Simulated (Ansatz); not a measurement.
Ligand exchange: C2H11NSi2 + C2H6MgO → C2H10OSi2 + C2H7MgN

Gas-phase species: C2H11NSi2 `CC[SiH](N)[SiH3]`, singlet; C2H6MgO `C[CH2][Mg][OH]`, singlet; C2H10OSi2 `CC[SiH](O)[SiH3]`, singlet; C2H7MgN `C[CH2][Mg][NH2]`, singlet. The partners trade NH2 for OH: Si–NH2 and Mg–OH bonds give way to Si–OH and Mg–NH2.

Shapes, held fixed at every level: PBE0-D4/def2-TZVP. Flexible molecules stand in one conformer, not always the lowest. Programs: Ansatz 0.2.0. Electronic energies: no zero-point or thermal term.

Question: Estimate ΔE of this reaction.

Answer: The highest level, CCSD(T)/def2-TZVPP, gives ΔE = +21.7 kJ/mol; the levels span +21.0 to +24.9. The column of differences is taken from that level and isn't an error. No measured value is set beside it here. Outer-core shells of Mg are correlated, in sets that cover them unevenly. Sets without diffuse functions underbind ionic bonds of s-block metals.

| level | kind | ΔE (kJ/mol) | less CCSD(T)/def2-TZVPP |
| --- | --- | --- | --- |
| HF/def2-TZVPP | Hartree–Fock | +21.0 | -0.7 |
| r2SCAN-D4/def2-TZVPP | meta-GGA | +24.2 | +2.5 |
| B3LYP-D4/def2-TZVPP | global hybrid | +24.9 | +3.2 |
| wB97M-V/def2-TZVPP | range-separated hybrid | +24.2 | +2.5 |
| wB97X-V/def2-TZVPP | range-separated hybrid | +24.8 | +3.1 |
| CCSD/def2-TZVPP | coupled cluster or CI | +22.1 | +0.4 |
| CCSD(T)/def2-TZVPP | coupled cluster or CI | +21.7 | 0.0 |
